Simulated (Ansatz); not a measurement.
System: MnO (charge 0, sextet). The spin state was set by rule; other spins were not relaxed. 
Geometry from a B3LYP-D3(BJ)/def2-TZVP (Ansatz, an electronic-structure program) optimisation:
```xyz
2

Mn     0.0000     0.0000    -0.3954
O      0.0000     0.0000     1.2356
```
Charge 0, spin multiplicity 6.

Property: atomisation energy (electronic, to ground-state atoms), in eV. Valence correlation only, unless marked. Open shells are spin-unrestricted. No spin-orbit coupling. Frozen are the shells of the preceding noble gas and the d and f shells that filled before the atom's block. Non-relativistic. The coupled-cluster limit lacks core correlation, which all-electron functionals hold. CBS marks a two-point X^-3 extrapolation of the correlation energy; Hartree-Fock from the larger set. [CCSD(T)-MP2]/basis is that difference in the basis named.

| level | program | atomisation energy (eV) | minus last row |
|---|---|---|---|
| HF/6-31G | Ansatz | 0.09 | -3.43 |
| PBE0/6-31G* | Ansatz | 3.86 | 0.34 |
| PBE0-D3(BJ)/def2-TZVP | Ansatz + dftd3 | 3.93 | 0.41 |
| RPA@PBE/def2-TZVPP | Ansatz | 3.31 | -0.21 |
| MP2/def2-QZVPPD | Ansatz | 2.67 | -0.85 |
| RI-MP2/def2-TZVPPD | Ansatz | 2.61 | -0.91 |
| SCS-MP2/6-31G | Ansatz | 1.34 | -2.18 |
| SCS-MP2/6-31G* | Ansatz | 1.86 | -1.66 |
| CCSD/def2-SVPD | Ansatz | 2.78 | -0.74 |
| CCSD/CBS(def2-TZVPP,def2-QZVPP) | Ansatz | 3.13 | -0.39 |
| CCSD(T)/def2-TZVPPD | Ansatz | 3.35 | -0.17 |
| RI-MP2/CBS(def2-TZVPP,def2-QZVPP)+[CCSD(T)-MP2]/def2-SVP | Ansatz | 3.34 | -0.18 |
| RI-MP2/CBS(def2-TZVPPD,def2-QZVPPD)+[CCSD(T)-MP2]/def2-SVPD | Ansatz | 3.35 | -0.17 |
| RI-MP2/CBS(def2-TZVPPD,def2-QZVPPD)+[CCSD(T)-MP2]/def2-TZVPPD | Ansatz | 3.46 | -0.06 |
| CCSD(T)/CBS(def2-TZVPPD,def2-QZVPPD) | Ansatz | 3.52 | 0.00 |

The UHF reference is spin-contaminated (<S^2> 0.77 over the pure value in the largest basis). The T1 diagnostic of CCSD in the largest basis is 0.098, which is high, so the coupled-cluster rows are less sure than usual.
